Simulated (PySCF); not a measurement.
# Spinor energies of Tc²⁴⁺ (technetium, charge +24)

Start: [Ar] 3d1; 3d3/2 filled at m_j = +3/2. Calculated with PySCF 2.14 in an uncontracted even-tempered set (16 s from 3.2 bohr⁻², ratio 2.8; 12 p from 4.2 bohr⁻², ratio 2.8; 8 d from 4.2 bohr⁻², ratio 2.8; 3 f from 12 bohr⁻², ratio 3): generalised Hartree-Fock with the X2C-1e Hamiltonian and a Gaussian nucleus; one run each with spin-orbit coupling (SO) switched off, then screened by Boettger's factors.

```json
{"spinor shell": "1s1/2", "electrons": "2", "ε, spin-free (eV)": "-22186.9", "ε, screened SO (eV)": "-22185.6", "weight of nominal j (screened SO)": "1.000", "rms radius, screened SO (bohr)": "0.0394"}
{"spinor shell": "2s1/2", "electrons": "2", "ε, spin-free (eV)": "-4104.9", "ε, screened SO (eV)": "-4104.4", "weight of nominal j (screened SO)": "1.000", "rms radius, screened SO (bohr)": "0.160"}
{"spinor shell": "2p1/2", "electrons": "2", "ε, spin-free (eV)": "-3777.6", "ε, screened SO (eV)": "-3861.9", "weight of nominal j (screened SO)": "1.000", "rms radius, screened SO (bohr)": "0.140"}
{"spinor shell": "2p3/2", "electrons": "4", "ε, spin-free (eV)": "-3777.6", "ε, screened SO (eV)": "-3737.8", "weight of nominal j (screened SO)": "1.000", "rms radius, screened SO (bohr)": "0.144"}
{"spinor shell": "3s1/2", "electrons": "2", "ε, spin-free (eV)": "-1414.4", "ε, screened SO (eV)": "-1414.2", "weight of nominal j (screened SO)": "1.000", "rms radius, screened SO (bohr)": "0.404"}
{"spinor shell": "3p1/2", "electrons": "2", "ε, spin-free (eV)": "-1299.6", "ε, screened SO (eV)": "-1320.2", "weight of nominal j (screened SO)": "0.996", "rms radius, screened SO (bohr)": "0.395"}
{"spinor shell": "3p3/2", "electrons": "4", "ε, spin-free (eV)": "-1299.6", "ε, screened SO (eV)": "-1289.8", "weight of nominal j (screened SO)": "0.998", "rms radius, screened SO (bohr)": "0.403"}
{"spinor shell": "3d3/2", "electrons": "1", "ε, spin-free (eV)": "-1164.9", "ε, screened SO (eV)": "-1168.0", "weight of nominal j (screened SO)": "1.000", "rms radius, screened SO (bohr)": "0.358"}
```

```tsv
quantity	spin-free	screened SO
E (hartree)	-3923.42774	-3924.10182
M_J	3/2	3/2
⟨J²⟩	4.035	3.751
⟨L²⟩	6.002	6.007
⟨S²⟩	0.751	0.756
```

Each row is a mean over spinors that exchange with the open shell spreads, by up to 13.073 eV (3p1/2).

Breit and QED terms are absent; they matter most for the inner s and p1/2 levels.

Densities and radii are taken from the X2C orbitals without a picture-change correction, which distorts them close to the nucleus.

Without spin-orbit coupling the j labels of p, d and f shells carry no meaning; the spin-free column gives the mean over the occupied spinors of each nl shell, and its ⟨J²⟩ belongs to a mixture of degenerate components.
